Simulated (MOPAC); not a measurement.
Input file for MOPAC: PM7 on CHIO2 (a complex), monomers drawn apart or pushed together.

```
PM7 1SCF PRECISE CHARGE=0 THREADS=1
CHIO2

O      1.13097344 1    -0.11991734 1    -0.02415050 1
C     -0.00881629 1     0.04349541 1     0.10863795 1
O     -1.15079624 1     0.20741376 1     0.23111172 1
I      0.13210261 1    -0.07218106 1     5.28811058 1
H     -1.45384976 1     0.16242603 1     5.08908043 1
```

Output:

```
*******************************************************************************
 **                                                                           **
 **                              MOPAC v23.2.5                                **
 **                                                                           **
 *******************************************************************************
 ** MOPAC's Digital Object Identifier: https://doi.org/10.5281/zenodo.6511958 **
 **                                                                           **
 ** Please cite the open-source release paper for use of this MOPAC version:  **
 ** J. E. Moussa and J. J. P. Stewart (2026)                                  **
 ** MOPAC: An open-source semiempirical molecular orbital program             **
 ** J. Open Source Softw., 11(119), 8025, https://doi.org/10.21105/joss.08025 **
 *******************************************************************************

                              PM7 CALCULATION RESULTS

 *******************************************************************************
 *  PM7        - The PM7 Hamiltonian to be used
 *
 *
 *
 *                 CHARGE ON SYSTEM = 0
 *
 *
 *
 *  PRECISE    - TIGHTER CRITERIA TO BE USED
 *  1SCF       - DO 1 SCF AND THEN STOP
 *  THREADS=1  - MULTI-THREADING NOT USED
 *  T=         - A TIME OF 172800.0 SECONDS REQUESTED
 *  DUMP=N     - RESTART FILE WRITTEN EVERY 7200.0 SECONDS REQUESTED
 *******************************************************************************
PM7 1SCF PRECISE CHARGE=0 THREADS=1
 CHIO2

   ATOM   CHEMICAL          X               Y               Z
  NUMBER   SYMBOL      (ANGSTROMS)     (ANGSTROMS)     (ANGSTROMS)

     1       O          1.13097344  *  -0.11991734  *  -0.02415050  *
     2       C         -0.00881629  *   0.04349541  *   0.10863795  *
     3       O         -1.15079624  *   0.20741376  *   0.23111172  *
     4       I          0.13210261  *  -0.07218106  *   5.28811058  *
     5       H         -1.45384976  *   0.16242603  *   5.08908043  *



          CARTESIAN COORDINATES

    NO.       ATOM           X           Y           Z

     1         O          1.1310     -0.1199     -0.0242
     2         C         -0.0088      0.0435      0.1086
     3         O         -1.1508      0.2074      0.2311
     4         I          0.1321     -0.0722      5.2881
     5         H         -1.4538      0.1624      5.0891

 General Reference for PM7:
 "Optimization of Parameters for Semiempirical Methods VI: More Modifications to the
 NDDO Approximations and Re-optimization of Parameters", J. J. P. Stewart, J. Mol. Mod., 1:32, 19 (2013)
 https://link.springer.com/article/10.1007/s00894-012-1667-x

           Empirical Formula: C H O2 I  =     5 atoms



      MOLECULAR POINT GROUP   :   Cs


      RHF CALCULATION, NO. OF DOUBLY OCCUPIED LEVELS = 12


 -------------------------------------------------------------------------------
 PM7 1SCF PRECISE CHARGE=0 THREADS=1
 CHIO2



     1SCF WAS SPECIFIED, SO BFGS WAS NOT USED
     SCF FIELD WAS ACHIEVED


                              PM7 CALCULATION
                                                       MOPAC v23.2.5 Linux




          FINAL HEAT OF FORMATION =        -84.85765 KCAL/MOL =    -355.04440 KJ/MOL


          COSMO AREA              =        131.80 SQUARE ANGSTROMS
          COSMO VOLUME            =        108.40 CUBIC ANGSTROMS

          IONIZATION POTENTIAL    =          9.602650 EV
          HOMO LUMO ENERGIES (EV) =         -9.603  0.592
          NO. OF FILLED LEVELS    =         12
          MOLECULAR WEIGHT        =        171.9222         POINT GROUP:  Cs

          MOLECULAR DIMENSIONS (Angstroms)

            Atom       Atom       Distance
            H     5    O     1     5.73639
            I     4    O     3     3.45886
            I     4    H     5     0.00011


          SCF CALCULATIONS        =          1





   ATOM   CHEMICAL          X               Y               Z
  NUMBER   SYMBOL      (ANGSTROMS)     (ANGSTROMS)     (ANGSTROMS)

     1       O          1.13097344  *  -0.11991734  *  -0.02415050  *
     2       C         -0.00881629  *   0.04349541  *   0.10863795  *
     3       O         -1.15079624  *   0.20741376  *   0.23111172  *
     4       I          0.13210261  *  -0.07218106  *   5.28811058  *
     5       H         -1.45384976  *   0.16242603  *   5.08908043  *

                             CARTESIAN COORDINATES

   1    O        1.130973440    -0.119917340    -0.024150500
   2    C       -0.008816290     0.043495410     0.108637950
   3    O       -1.150796240     0.207413760     0.231111720
   4    I        0.132102610    -0.072181060     5.288110580
   5    H       -1.453849760     0.162426030     5.089080430


           Empirical Formula: C H O2 I  =     5 atoms



      MOLECULAR POINT GROUP   :   Cs


                  EIGENVALUES
 -34.38629 -32.90645 -24.74451 -21.02834 -17.50938 -17.50931 -16.17545 -12.81980
 -12.81955 -12.45219  -9.60871  -9.60265   0.59224   0.59285   1.39013   2.16107
   4.70515 123.67581 123.68448 123.80613 124.11132 124.11144


              NET ATOMIC CHARGES AND DIPOLE CONTRIBUTIONS

  ATOM NO.   TYPE          CHARGE      No. of ELECS.   s-Pop       p-Pop       d-Pop
    1          O          -0.318970        6.3190     1.87155     4.44742
    2          C           0.651517        3.3485     1.09994     2.24854
    3          O          -0.332547        6.3325     1.87154     4.46100
    4          I          -0.169140        7.1691     1.87308     5.29275     0.00331
    5          H           0.169140        0.8309     0.83086
 DIPOLE           X         Y         Z       TOTAL
 POINT-CHG.    -1.211     0.179    -0.154     1.233
 HYBRID        -0.928     0.137    -0.111     0.944
 SUM           -2.138     0.316    -0.265     2.178


          ATOMIC ORBITAL ELECTRON POPULATIONS

     Atom    s        px        py        pz      x^2-y^2     xz        z^2       yz        xy
    1  O   1.87155   1.19122   1.62684   1.62936
    2  C   1.09994   0.80024   0.72447   0.72383
    3  O   1.87154   1.19249   1.63189   1.63663
    4  I   1.87308   1.31861   1.98490   1.98924   0.00196   0.00031   0.00067   0.00001   0.00036
    5  H   0.83086

 **********************
 *                    *
 * JOB ENDED NORMALLY *
 *                    *
 **********************




 == MOPAC DONE ==
```

The run finished.

Cost: very roughly 0.03 core-seconds.
